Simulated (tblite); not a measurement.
Species: C₆H₁₇P₂ (charge +1).
Geometry (GFN2-xTB, Å), atoms numbered from 1 in this order:
```
atom  x, y, z in Å
C1     3.1258    0.0023    1.0867
C2     2.6154    0.7301   -0.1513
C3     1.0939    0.8917   -0.1656
C4     0.3746   -0.4449   -0.3626
P5    -1.4376   -0.2355   -0.3380
C6    -1.9760   -0.0844    1.3981
C7    -2.1742   -1.7587   -0.9992
P8    -1.9608    1.4301   -1.6312
H9     2.7893   -1.0311    1.1156
H10    4.2116   -0.0056    1.0863
H11    2.7933    0.5040    1.9927
H12    2.9324    0.1972   -1.0492
H13    3.0632    1.7242   -0.1828
H14    0.7803    1.3518    0.7754
H15    0.8166    1.5652   -0.9844
H16    0.6440   -1.1550    0.4237
H17    0.6489   -0.8796   -1.3285
H18   -1.4898    0.7704    1.8663
H19   -3.0562    0.0515    1.4408
H20   -1.7066   -0.9907    1.9392
H21   -3.2579   -1.7292   -0.8905
H22   -1.9252   -1.8516   -2.0561
H23   -1.7831   -2.6211   -0.4597
H24   -1.8101    2.3515   -0.5905
H25   -3.3227    1.2416   -1.3687
```

The geometry is computed with GFN2-xTB (gas phase).

Masses are those of the commonest isotopes; rigid-rotor values at the optimised geometry. The values belong to one conformer with, in the numbering `[CH3:1][CH2:2][CH2:3][CH2:4][P+:5]([CH3:6])([CH3:7])[PH2:8]`, C1–C2–C3–C4 -69°, C2–C3–C4–P5 179°, C3–C4–P5–C6 -79°, C4–P5–P8–H -88° and 179°.

(1) What are A, B and C (GHz)?

(2) Classify the top.

(3) What does the inertial defect say?

(4) Give the other two planar moments, Paa and Pbb, and the rms extents of the mass along the axes.

(5) Estimate the classical rotational partition function at 50 K, 100 K and 500 K.

Answers

(1) Ia = 260.92, Ib = 690.32, Ic = 787.48 u·Å²; 505379 MHz·u·Å²/I gives 1937, 732.1 and 641.8 MHz, that is A = 1.9369, B = 0.7321, C = 0.6418 GHz.

(2) An asymmetric top. Ray's parameter κ = (2B − A − C)/(A − C) = -0.861; −1 is the prolate and +1 the oblate limit.

(3) Not planar: Δ = Ic − Ia − Ib = -163.76 u·Å². For a rigid frame Δ = −2 Σ m c², so Σ m c² = 81.88 u·Å² lies off the ab plane: 28.69 from hydrogen and 53.19 from heavier atoms. The atom farthest from that plane is 2.31 Å away.

(4) Paa = Σ m a² = (Ib + Ic − Ia)/2 = 608.43 and Pbb = Σ m b² = (Ia + Ic − Ib)/2 = 179.04 u·Å². With the mass M = 151.08 u, the rms extents √(P/M) along a, b and c are 2.01, 1.09, 0.74 Å.

(5) Point group C1, symmetry number σ = 1; q = (√π/σ)·√((kT/h)³/(ABC)), k/h = 20836.6 MHz/K: 62500 at 50 K, 177000 at 100 K, 1980000 at 500 K.

Its GFN2-xTB frequencies are all real (lowest 29 cm⁻¹). These are rigid-rotor constants of the computed structure; measured ground-state constants (B0) also hold zero-point vibration.
